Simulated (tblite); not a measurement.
Compound: C2H8FPSi2.
SMILES with atom numbers: `[F:1][Si@@H:2]1[CH2:3][CH2:4][SiH2:5][PH:6]1` (hydrogens: H7 on Si2; H8, H9 on C3; H10, H11 on C4; H12, H13 on Si5; H14 on P6)

Computed with GFN2-xTB (tblite), gas phase: Langevin dynamics at 400 K from the optimised GFN2-xTB geometry, time step 0.5 fs, friction 0.01 fs⁻¹, 2000 steps.

Start geometry:
```
atom  x, y, z in Å
F1      2.766    0.504    0.763
Si2     1.524   -0.501    0.499
C3      0.673    0.061   -1.116
C4     -0.828   -0.221   -1.063
Si5    -1.579    0.327    0.614
P6     -0.037   -0.357    2.100
H7      2.152   -1.814    0.452
H8      0.837    1.134   -1.241
H9      1.118   -0.425   -1.985
H10    -1.335    0.263   -1.898
H11    -0.992   -1.294   -1.179
H12    -1.787    1.779    0.631
H13    -2.844   -0.361    0.875
H14     0.332    0.904    2.525
```

The statistics below take the 31 frames saved every 25 fs from 250 to 1000 fs; their kinetic temperature (all 3N coordinates) averages 451 K.

Q: Give the mean, spread and extremes of the bond lengths.

A: 
```json
{"bond": "F1–Si2", "start (Å)": "1.619", "mean (Å)": "1.629", "standard deviation (Å)": "0.034", "shortest (Å)": "1.562", "longest (Å)": "1.705"}
{"bond": "Si2–C3", "start (Å)": "1.910", "mean (Å)": "1.920", "standard deviation (Å)": "0.042", "shortest (Å)": "1.848", "longest (Å)": "2.006"}
{"bond": "C3–C4", "start (Å)": "1.528", "mean (Å)": "1.541", "standard deviation (Å)": "0.048", "shortest (Å)": "1.463", "longest (Å)": "1.643"}
{"bond": "C4–Si5", "start (Å)": "1.916", "mean (Å)": "1.929", "standard deviation (Å)": "0.068", "shortest (Å)": "1.817", "longest (Å)": "2.065"}
{"bond": "Si5–P6", "start (Å)": "2.248", "mean (Å)": "2.255", "standard deviation (Å)": "0.059", "shortest (Å)": "2.149", "longest (Å)": "2.382"}
{"bond": "Si2–P6", "start (Å)": "2.241", "mean (Å)": "2.256", "standard deviation (Å)": "0.061", "shortest (Å)": "2.161", "longest (Å)": "2.435"}
{"bond": "Si2–H7", "start (Å)": "1.456", "mean (Å)": "1.476", "standard deviation (Å)": "0.063", "shortest (Å)": "1.362", "longest (Å)": "1.592"}
{"bond": "C3–H8", "start (Å)": "1.093", "mean (Å)": "1.100", "standard deviation (Å)": "0.042", "shortest (Å)": "1.018", "longest (Å)": "1.177"}
{"bond": "C3–H9", "start (Å)": "1.091", "mean (Å)": "1.100", "standard deviation (Å)": "0.044", "shortest (Å)": "1.022", "longest (Å)": "1.216"}
{"bond": "C4–H10", "start (Å)": "1.090", "mean (Å)": "1.106", "standard deviation (Å)": "0.046", "shortest (Å)": "1.019", "longest (Å)": "1.194"}
{"bond": "C4–H11", "start (Å)": "1.092", "mean (Å)": "1.095", "standard deviation (Å)": "0.025", "shortest (Å)": "1.054", "longest (Å)": "1.147"}
{"bond": "Si5–H12", "start (Å)": "1.468", "mean (Å)": "1.475", "standard deviation (Å)": "0.041", "shortest (Å)": "1.392", "longest (Å)": "1.570"}
{"bond": "Si5–H13", "start (Å)": "1.464", "mean (Å)": "1.479", "standard deviation (Å)": "0.048", "shortest (Å)": "1.378", "longest (Å)": "1.564"}
{"bond": "P6–H14", "start (Å)": "1.381", "mean (Å)": "1.395", "standard deviation (Å)": "0.050", "shortest (Å)": "1.307", "longest (Å)": "1.473"}
```

Q: Give the same statistics for bond angles, one of each kind among heavy atoms.

A: 
| angle | start (°) | mean (°) | standard deviation (°) | smallest (°) | largest (°) |
| --- | --- | --- | --- | --- | --- |
| F1–Si2–C3 | 107.3 | 106.7 | 5.7 | 95.8 | 120.3 |
| F1–Si2–P6 | 112.2 | 111.6 | 5.9 | 97.9 | 123.3 |
| C3–Si2–P6 | 106.0 | 105.8 | 4.5 | 95.8 | 117.4 |
| Si2–C3–C4 | 110.7 | 111.7 | 4.6 | 103.0 | 120.7 |
| C3–C4–Si5 | 111.3 | 112.4 | 4.2 | 102.0 | 120.1 |
| C4–Si5–P6 | 102.9 | 103.6 | 5.0 | 92.6 | 111.7 |
| Si2–P6–Si5 | 91.4 | 91.8 | 4.0 | 84.3 | 100.3 |

Q: How far does each atom move about its mean position (frames aligned on the start, all atoms weighted alike), and what rms force does it feel?

A: 
```json
{"atom": "F1", "rms displacement (Å)": "0.25", "rms force (eV/Å)": "0.92"}
{"atom": "Si2", "rms displacement (Å)": "0.12", "rms force (eV/Å)": "1.89"}
{"atom": "C3", "rms displacement (Å)": "0.13", "rms force (eV/Å)": "2.24"}
{"atom": "C4", "rms displacement (Å)": "0.13", "rms force (eV/Å)": "2.39"}
{"atom": "Si5", "rms displacement (Å)": "0.11", "rms force (eV/Å)": "1.89"}
{"atom": "P6", "rms displacement (Å)": "0.15", "rms force (eV/Å)": "1.49"}
{"atom": "H7", "rms displacement (Å)": "0.31", "rms force (eV/Å)": "1.24"}
{"atom": "H8", "rms displacement (Å)": "0.27", "rms force (eV/Å)": "1.34"}
{"atom": "H9", "rms displacement (Å)": "0.31", "rms force (eV/Å)": "1.40"}
{"atom": "H10", "rms displacement (Å)": "0.30", "rms force (eV/Å)": "1.43"}
{"atom": "H11", "rms displacement (Å)": "0.30", "rms force (eV/Å)": "0.85"}
{"atom": "H12", "rms displacement (Å)": "0.28", "rms force (eV/Å)": "0.74"}
{"atom": "H13", "rms displacement (Å)": "0.28", "rms force (eV/Å)": "0.91"}
{"atom": "H14", "rms displacement (Å)": "0.25", "rms force (eV/Å)": "0.99"}
```

The displacements run from 0.11 to 0.31 Å.

Q: How widely does the potential energy scatter, against a harmonic estimate?

A: Mean 0.72 eV above the start, standard deviation 0.129 eV, range 0.53 to 1.08 eV. For 36 classical harmonic modes at 400 K the canonical values are 36kT/2 = 0.62 eV and kT·√(36/2) = 0.146 eV.

The run is classical and short, so these are rough statistics of one trajectory.

The cost below is that of the whole dynamics run. On one thread, Intel Xeon Platinum 8488C (x86_64), no GPU, shared host with 192 logical CPUs at a one-minute load of 88, this took 18 s of wall time and 0.18 GiB of memory at its peak.
